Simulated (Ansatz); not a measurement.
Ideal-gas functions of F₂Ga₂H₄ (`[F+]1[GaH2-][F+][GaH2-]1`) at 800 K and 1 bar, from an Ansatz frequency run at PBE0-D4/def2-TZVP.

Molar mass 181.47 g/mol, point group D2h (symmetry number 4), electronic degeneracy 1, moments of inertia 66.838, 337.432, 387.695 u Å². Harmonic wavenumbers (cm⁻¹, unscaled): 83, 216, 317, 399, 402, 428, 452, 475, 476, 531, 678, 693, 713, 732, 2036, 2041, 2049, 2053.

Use S(trans) = R[1.5 ln M + 2.5 ln T − 1.1517]; rotational temperatures θ = 24.2544 K / I; S(rot) = R[ln(√π/σ · √(T³/θAθBθC)) + 1.5]; for each mode x = 1.438777 ν̃/T, S = R[x/(eˣ − 1) − ln(1 − e⁻ˣ)] and H = RT x/(eˣ − 1); 1 cm⁻¹ = 0.0119627 kJ/mol; R = 8.31446 J/(mol·K).

**Question.** By hand: the entropy, in J/(mol·K).

**Answer.** Translation 194.2. Rotation: θ = 0.3629, 0.0719, 0.0626 K, giving 115.8. Vibration, mode by mode: 24.14, 16.23, 13.10, 11.25, 11.19, 10.69, 10.26, 9.87, 9.86, 9.01, 7.16, 7.00, 6.79, 6.60, 1.02, 1.01, 1.00, 0.99, in all 157.2. Electronic 0.0. Sum 467.2 J/(mol·K).

**Question.** By hand: H − E and G − E in kJ/mol, counted from the electronic energy.

**Answer.** Zero-point energy ½ × 14774 × 0.0119627 = 88.4; thermal vibration 62.5; translation, rotation and pV give 4 RT = 26.6. H − E = 177.5 kJ/mol, and G − E = 177.5 − 800 × 467.2/1000 = -196.3 kJ/mol.

Vibration gives 34 % of the entropy, 24.1 J/(mol·K) of it from the mode under 150 cm⁻¹: soft modes count most, and the harmonic formula is weakest for them.
